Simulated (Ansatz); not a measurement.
Input for Ansatz (a quantum-chemistry and plane-wave program): R-wB97X-V/def2-TZVPP on CH6GaN (SMILES C[NH][GaH2]), a point of a torsion scan.

Ansatz 0.2 input:
```yaml
crystal:
  periodic: [false, false, false]
  atoms:
    - {symbol: C, position_ang: [-1.23105311, 0.27858550, 0.23413879]}
    - {symbol: N, position_ang: [-0.09910821, -0.59889792, -0.05885224]}
    - {symbol: Ga, position_ang: [1.56461241, -0.06183313, -0.53324884]}
    - {symbol: H, position_ang: [-2.07127611, 0.09402033, -0.44337023]}
    - {symbol: H, position_ang: [-0.90537661, 1.31481790, 0.10421056]}
    - {symbol: H, position_ang: [-1.58281511, 0.15511347, 1.26383910]}
    - {symbol: H, position_ang: [-0.36063660, -1.57406479, 0.04614575]}
    - {symbol: H, position_ang: [2.64583191, -1.13950090, -0.79896113]}
    - {symbol: H, position_ang: [1.82403773, 1.46237174, -0.65328979]}
basis:
  gaussian:
    orbitals: def2-TZVPP
hamiltonian:
  xc: {name: wB97X-V}
scf: {lower_state_search: off}
```

The log:

```
WARN ansatz: RAYON_NUM_THREADS=1 ignored (pool sized by the plan → 1); use --threads N
Functional definition: wB97X-V
these checks for a lower state are left out or cut short: stability, starts, cluster_reference, orbital_swaps, neighbouring_geometries, increment
integrals: 0.14 GiB planned
1092 factors; their error is unknown
integrals: 0.17 GiB planned
276 factors; integrals over basis functions are off by at most 8.4e-6 eV
mean field: 1.18 GiB planned
mean field evaluation 1: about -54992.9271 eV, gradient 5.3e1 eV
mean field evaluation 2: about -54991.2298 eV, gradient 6.1e1 eV
mean field evaluation 4: about -54998.1187 eV, gradient 1.9e0 eV
mean field evaluation 8: about -54998.1331 eV, gradient 4.0e-2 eV
mean field evaluation 16: about -54998.2478 eV, gradient 2.5e-5 eV
mean field -54998.24777012 eV, -2021.1483264006 hartree, gradient 4.4e-6 eV, S^2 0.000000; 0 other end points of the search recorded, 0 dependent functions left out
reference -54998.24776804 eV, -2021.1483263242 hartree; 25, 25 occupied and 169, 169 virtual orbitals, 1092 factors
Total energy: -54998.24776804 eV, -2021.1483263242 hartree
Checks for a lower state left out: stability, starts, cluster_reference, orbital_swaps, neighbouring_geometries, increment
```

Self-consistency was reached.

Cost: very roughly 7 core-seconds.
